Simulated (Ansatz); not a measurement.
Total energies of the cluster AsS3 from Ansatz at PBE0-D4/def2-TZVP, gas phase (1 Eh = 27.2114 eV = 2625.5 kJ/mol). The reference geometry is relaxed at B3LYP-D4/def2-SVP.

```xyz
4

As    0.239   -0.197    1.053
S     1.166    0.159   -1.320
S    -1.276   -1.552    1.026
S    -0.129    1.591   -0.760
```

| state | geometry | energy (Eh) |
| --- | --- | --- |
| charge 0 doublet | reference | -3429.83217 |
| charge 1 triplet | reference | -3429.50663 |
| charge 0 quartet | relaxed at B3LYP-D4/def2-SVP | -3429.78702 |
| free As atom (quartet) | – | -2235.53903 |
| free S atom (triplet) | – | -397.97371 |

**Question.** Work out the vertical ionisation energy to the triplet.

**Answer.** E(charge 1 triplet) − E(charge 0 doublet) = -3429.50663 − (-3429.83217) = 0.32554 Eh = 8.86 eV. For comparison, −ε of the highest occupied level of the spin that leaves is 7.01 eV at this level, 1.85 eV less.

**Question.** Which of the charge 0 states is lowest, and how far above it are the others?

**Answer.** The doublet. quartet: -3429.78702 − (-3429.83217) = 0.04515 Eh = 118.5 kJ/mol. The quartet differs in its bonds from the reference.

**Question.** What is the binding energy per atom against free atoms?

**Answer.** Atoms: 1 × (-2235.53903) + 3 × (-397.97371) = -3429.46016 Eh. Binding: -3429.46016 − (-3429.83217) = 0.37201 Eh = 10.12 eV, or 2.53 eV for each of 4 atoms (no zero-point energy, no counterpoise term).

The structure comes from a short search, and lower isomers may exist.
